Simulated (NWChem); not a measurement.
System: C2H6AlFO; SMILES C[O][Al]([CH3])[F]

Input file for NWChem:

```
start job
memory heap 200 mb stack 900 mb global 1100 mb
geometry units angstroms noautoz
  Al     0.229253     0.352238    -0.241831
  F     -1.254231     0.691089    -0.926696
  C      1.519877     1.756452     0.060938
  H      2.440214     1.368416     0.522129
  H      1.105625     2.535891     0.720754
  H      1.791089     2.251649    -0.885512
  O      0.556201    -1.250303     0.172334
  C     -0.023393    -2.511739     0.144677
  H     -0.092977    -2.930600     1.164429
  H     -1.041657    -2.508855    -0.285941
  H      0.590266    -3.209094    -0.453068
end
basis spherical
  * library def2-svp
end
dft
  xc r2scan0
  iterations 150
  mulliken
end
task dft energy
```

The geometry was optimised at PBE0/def2-SVP.

Q: Predict the main results of this run. (r2SCAN0/def2-SVP.) Quantities: energy (Ha); highest occupied level (eV); orbital gap (eV); dipole (D).

A: 
```json
{
 "energy (Ha)": "-496.98",
 "highest occupied level (eV)": "-8.32",
 "orbital gap (eV)": "8.71",
 "dipole (D)": "1.09"
}
```
